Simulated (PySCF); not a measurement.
C5H8F2Si.
SMILES: `FC(F)[C@H]1C=CC[SiH2]1`

Method used: TDDFT CAM-B3LYP/def2-SVPD, vertical, gas phase, core orbitals frozen in the response in PySCF. Isolated species at its PBE0-D3(BJ)/def2-SVP geometry (one conformer only).

Computed states:

```csv
state,E (eV),f
S1,6.92,0.048
S2,7.01,0.180
S3,7.47,0.0016
S4,7.53,0.016
S5,7.88,0.0060
S6,8.00,0.011
S7,8.06,0.0016
S8,8.16,0.018
S9,8.29,0.0044
S10,8.38,0.0021
```

Each state is given a Gaussian of 0.5 eV full width at half maximum, with ε(max) = 2.175×10⁸ f / Δν̃ (Δν̃ the width in cm⁻¹). The width is an assumption, not a result. The curve ends short of the highest state used, and states not computed would add to its high-energy end.

(1) What does the envelope look like, and where are its maxima?

(2) On this curve, what absorbance would a 10⁻⁴ mol/L sample give at 193 nm over a 1 cm path?

(3) Coming from long wavelengths, where does ε first pass 100 L mol⁻¹ cm⁻¹?

Results:

(1) 
```csv
λ (nm),ε (L mol⁻¹ cm⁻¹)
159.3,1335
160.8,1272
162.2,1298
163.6,1420
165.1,1705
166.5,2200
168.0,3092
169.4,4331
170.8,5940
172.3,7908
173.7,9701
175.2,11228
176.6,12014
178.0,12043
179.5,11259
180.9,9933
182.4,8149
183.8,6400
185.2,4771
186.7,3296
188.1,2222
189.6,1386
191.0,854
192.4,505
193.9,276
195.3,151
196.8,76
198.2,39
199.6,19
201.1,9
```

Maxima: 177 nm (6.99 eV), ε about 12000, made up of S1 (20%) and S2 (80%) (ε in L mol⁻¹ cm⁻¹; maxima over ε = 5, shares over 10%). At its high-energy end, 7.78 eV, the curve is still rising (ε about 1300, from S4, S5, S6 and S8).

(2) 193 nm is 6.424 eV, where ε is about 400 L mol⁻¹ cm⁻¹, so A = ε c l ≈ 0.04 (Beer–Lambert, with the gas-phase spectrum and the assumed width).

(3) At about 196 nm (6.32 eV), 0.60 eV below S1.

The vertical ionisation energy (ΔSCF) is 9.62 eV, 1.23 eV above S10.
